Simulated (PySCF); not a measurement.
SMILES F[Si](F)(F)[SiH2][GeH3] at its GFN2-xTB optimised geometry (Å):

```
11

F      0.0559    -1.9017    -1.2586
Si     0.3882    -0.9871     0.0000
F      0.0475    -1.9488     1.2190
F      1.9786    -0.9871     0.0000
Si    -0.6127     1.0602     0.0000
Ge    -0.6652     1.9970    -2.1455
H      0.1107     1.9488     0.9218
H     -1.9786     0.9276     0.5285
H     -1.3402     1.1605    -3.1886
H      0.6785     2.2953    -2.7379
H     -1.3872     3.3091    -2.2164
```

Computed with PBE/def2-TZVP in PySCF 2.14.0. Cells within 0.4 Å of a nucleus heavier than hydrogen are left out (blank, or x).

Map of the HOMO amplitude (bohr^(-3/2)) on the plane z = 0.0 Å; orbital energy -8.00 eV, overall sign arbitrary:

```
|66666666666666666666666666666|
|66666666666666666666666666666|
|66666666666666666666666666666|
|66666666666666666666666666666|
|66666666677777766666666666666|
|66666666777887776666666666666|
|66666667788888776666666666666|
|66666667789999876666666666666|
|66666667789999876666666666666|
|666666667886x7766666666666666|
|66666666677xxx555555666666666|
|66666666665xxx344555566666666|
|66666555554332223455566666666|
|66665555543210012345666666666|
|66665555543210002345666666666|
|66665555543210002356776666666|
|66666555544321134467996555566|
|666665555543325xx668xxx455566|
|666665555554446xx667xxx355566|
|66666655555555655566532455556|
|66666665555556666555544455566|
|66666666655566665555555555566|
|66666666666666655555555555666|
|66666666666655555555555556666|
|66666666666655555555555566666|
|66666666666655555555556666666|
|66666666666665555556666666666|
|66666666666666655666666666666|
|66666666666666666666666666666|
```
Scale: ten equal steps from -0.115 (start of '0') to 0.072 (end of '9'), in the order '0123456789'; x runs from -4.00 to 4.00, y from -4.00 (bottom) to 4.00 (top).
